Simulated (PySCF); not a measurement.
# Polarisability and C₆ of Tl (thallium, neutral)

[Xe] 4f14 5d10 6s2 6p1, 2P determinant. Calculation: PySCF 2.14, in aug-cc-pVTZ-DK3 (9s8p6d3f, 84 functions); scalar relativity by spin-free X2C-1e. Coupled (time-dependent) response in atomic units; α is the mean over directions.

```csv
method,mean α (bohr³),"α xx, yy, zz",C₆ (like pair),S(−4)
PBE0,79.58,"55.89, 127.0, 55.89",828.0,4862
```

S(−4) is the Cauchy moment in α(ω) = α(0) + S(−4) ω² + …

Reference α: 50 ± 2 bohr³ (recommended; Schwerdtfeger and Nagle, table of static dipole polarizabilities (2023 update)). Published C₆: 509.0 (Gould and Bucko (2016)).

Spin-orbit coupling is absent.

α(iu) at PBE0:

| u (hartree) | α(iu) (bohr³) |
| --- | --- |
| 0 | 79.58 |
| 0.0500 | 69.76 |
| 0.100 | 53.87 |
| 0.200 | 33.35 |
| 0.300 | 23.09 |
| 0.500 | 13.55 |
| 0.750 | 8.533 |
| 1.00 | 6.046 |
| 1.50 | 3.591 |
| 2.00 | 2.387 |
| 3.00 | 1.259 |
| 5.00 | 0.5141 |

A single London oscillator, α(iu) = α/(1 + u²/ω²), gives C₆ = (3/4) ω α². Matching the computed C₆ needs ω = 4 × 828.0 / (3 × 79.58²) = 0.174 hartree.

The components differ because the open shell of this determinant is not spherical; for a pure term their mean is the scalar polarisability.

Spin-orbit coupling, absent here, splits the open shell strongly.
